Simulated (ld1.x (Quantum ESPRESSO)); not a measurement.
**Reading a pseudo-wave (Mo)**

Columns: radius, all-electron u(r) and pseudo u(r) of the 4s shell (level -60.81 eV) of molybdenum in the configuration [Ar] 3d10 4s2 4p6 4d5 5s1 5p0; LDA (PZ), non-relativistic, TM scheme, ld1.x (Quantum ESPRESSO) 7.5.

```json
{"r (bohr)": "0.098", "all-electron": "-0.3737", "pseudo": "-0.0482"}
{"r (bohr)": "0.195", "all-electron": "0.0646", "pseudo": "-0.1031"}
{"r (bohr)": "0.292", "all-electron": "0.5489", "pseudo": "-0.1731"}
{"r (bohr)": "0.390", "all-electron": "0.5208", "pseudo": "-0.2681"}
{"r (bohr)": "0.488", "all-electron": "0.1733", "pseudo": "-0.3950"}
{"r (bohr)": "0.585", "all-electron": "-0.2472", "pseudo": "-0.5534"}
{"r (bohr)": "0.682", "all-electron": "-0.6115", "pseudo": "-0.7317"}
{"r (bohr)": "0.780", "all-electron": "-0.8735", "pseudo": "-0.9028"}
{"r (bohr)": "0.878", "all-electron": "-1.0259", "pseudo": "-1.0285"}
{"r (bohr)": "0.975", "all-electron": "-1.0868", "pseudo": "-1.0865"}
{"r (bohr)": "1.072", "all-electron": "-1.0808", "pseudo": "-1.0808"}
{"r (bohr)": "1.170", "all-electron": "-1.0294", "pseudo": "-1.0294"}
{"r (bohr)": "1.268", "all-electron": "-0.9504", "pseudo": "-0.9504"}
{"r (bohr)": "1.365", "all-electron": "-0.8586", "pseudo": "-0.8586"}
{"r (bohr)": "1.463", "all-electron": "-0.7614", "pseudo": "-0.7614"}
{"r (bohr)": "1.560", "all-electron": "-0.6672", "pseudo": "-0.6672"}
{"r (bohr)": "1.658", "all-electron": "-0.5776", "pseudo": "-0.5776"}
{"r (bohr)": "1.755", "all-electron": "-0.4966", "pseudo": "-0.4966"}
{"r (bohr)": "1.852", "all-electron": "-0.4241", "pseudo": "-0.4241"}
{"r (bohr)": "1.950", "all-electron": "-0.3595", "pseudo": "-0.3595"}
{"r (bohr)": "2.047", "all-electron": "-0.3038", "pseudo": "-0.3038"}
{"r (bohr)": "2.145", "all-electron": "-0.2552", "pseudo": "-0.2552"}
{"r (bohr)": "2.242", "all-electron": "-0.2142", "pseudo": "-0.2142"}
{"r (bohr)": "2.340", "all-electron": "-0.1788", "pseudo": "-0.1788"}
{"r (bohr)": "2.438", "all-electron": "-0.1490", "pseudo": "-0.1490"}
{"r (bohr)": "2.535", "all-electron": "-0.1241", "pseudo": "-0.1241"}
```

Problem. How many radial nodes do the two functions have?

Solution. The all-electron 4s function has n − l − 1 = 3 (the table is too coarse to show those close to the nucleus); the pseudo-wave has 0, since the states of the same l below it are removed with the core.

Problem. At about which radius was the pseudo-wave matched?

Solution. 1.15 bohr. The columns agree to 0.0005 from 0.97 bohr on; several derivatives are matched, so the curves merge somewhat inside the radius.

Problem. Is the pseudo-wave norm-conserving?

Solution. Yes: the TM scheme keeps the norm inside the radius equal to the all-electron one, which fixes the energy derivative of the logarithmic derivative at the level.
